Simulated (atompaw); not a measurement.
## Before and after: PAW (atompaw) potential for indium (In)

indium, PAW, made with atompaw 4.2.0.5 (PBEsol, scalar-relativistic). Core [Kr], reference 4d10 5s2 5p1. Waves: 5s (bound): rc 1.70 bohr; 5s channel at -0.3 Ry: rc 1.70 bohr; 5p (bound): rc 2.90 bohr; 5p channel at 2 Ry: rc 2.90 bohr; 4d (bound): rc 2.90 bohr; 4d channel at 0.9 Ry: rc 2.90 bohr. Local part: ultrasoft scheme with l = 3 at 0 Ry, radius 2.80 bohr. Core correction: smooth core density matched at 1.90 bohr. Augmentation charge: sinc compensation charge, radius 2.80 bohr; PAW radius 2.90 bohr; waves and projectors: custom polynom vanderbiltortho.

Change: reference 4d10 5s2 5p0.

Cutoffs: the cutoffs (Ry, on a coarse ladder) from which the occupation-weighted sum of valence levels, in a spherical-Bessel basis at the reference potential, stays within 10 and 1 mRy of its value at 400 Ry; they do not see the model core or the augmentation charge, which bear on the density cutoff.

Task: What does the change do?

Result: The potential gets harder (18 Ry and 30 Ry → 18 Ry and 35 Ry); both files keep a bound ghost (s).

| quantity | base | changed |
| --- | --- | --- |
| cutoff, loose | 18 Ry | 18 Ry |
| cutoff, tight | 30 Ry | 35 Ry |
| bound ghosts | s | s |
| s: phases at 2.92 bohr within 0.05 rad from the reference energy up to (Ry; the scan ends near 5) | to the end of the scan | to the end of the scan |
| p: phases at 2.92 bohr within 0.05 rad from the reference energy up to (Ry; the scan ends near 5) | 3.8 | 3.4 |
| d: phases at 2.92 bohr within 0.05 rad from the reference energy up to (Ry; the scan ends near 5) | 4.2 | 3.8 |
| lowest overlap eigenvalue by channel | s 0.99, p 0.44, d 0.92 | s 0.99, p 0.42, d 0.91 |

 A true bound ghost makes a file unfit for plane-wave use even where its test errors are small: the radial tests pick states by their node count and pass the ghost by. The cutoffs see the waves, projectors and local potential, not the compensation charge or the core.
